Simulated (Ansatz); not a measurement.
# Energy on a grid of two coordinates

ZnHS (SMILES [SH][Zn]), doublet, PBE0-D4/def2-TZVP minimum:

S1  (-0.594, 0.548, -0.279)
Zn2  (1.356, 0.154, 0.764)
H3  (-0.773, -0.767, -0.499)
(Å)

Rows set the bond length S1–H3 (Å; 1.345 at the minimum), columns the angle Zn2–S1–H3 (°; 91.1), set in this order; the parts move rigidly, in a bend the first-named atom's side turns in the plane, and in a torsion the whole end group turns. CCSD(T) energies count from the value at that structure, in kcal/mol. Program: Ansatz 0.2.0. Basis: def2-TZVPP. Cores are frozen in the correlated methods; orbitals are unrestricted. Filled d shells of the heavier atoms are correlated.

| S1–H3 \ Zn2–S1–H3 | 61.1 | 76.1 | 91.1 | 106.1 | 121.1 |
| --- | --- | --- | --- | --- | --- |
| 1.184 | 18.57 | 12.16 | 10.04 | 11.20 | ? |
| 1.299 | ? | 2.36 | 0.60 | 1.99 | 6.04 |
| 1.468 | 9.91 | ? | 3.83 | 5.57 | 9.76 |
| 1.665 | 22.15 | ? | 18.41 | 20.49 | 24.70 |

(1) Fill in the withheld cells. (An estimate is asked for; the value comes from the calculation.)

The T1 diagnostic stays at or below 0.020. ⟨S²⟩ of the unrestricted Hartree–Fock references: 0.76 (a pure state has 0.75). This choice of frozen cores biases the correlated bond energies of the heavy atoms.

Results:

(1) By the calculation: (1.184, 121.1): 15.11; (1.299, 61.1): 8.32; (1.468, 76.1): 4.96; (1.665, 76.1): 18.77 kcal/mol. These count from the CCSD(T) energy at the PBE0-D4 minimum.

The same grid for a cheaper method: HF − CCSD(T), both counted from the minimum, in kcal/mol:
```tsv
S1–H3 \ Zn2–S1–H3	61.1	76.1	91.1	106.1	121.1
1.184	2.04	0.43	-0.78	-1.47	-1.77
1.299	2.60	0.93	-0.29	-0.95	-1.21
1.468	3.85	2.16	1.01	0.42	0.27
1.665	5.87	4.37	3.40	2.98	3.05
```

For scale, one of the runs: CCSD(T)/def2-TZVPP, 120 basis functions (an equivalent command: `ansatz run in.yaml --threads 4`). Hardware: 4 CPU threads, shared host. Wall time 12 s; peak host memory 0.89 GiB.
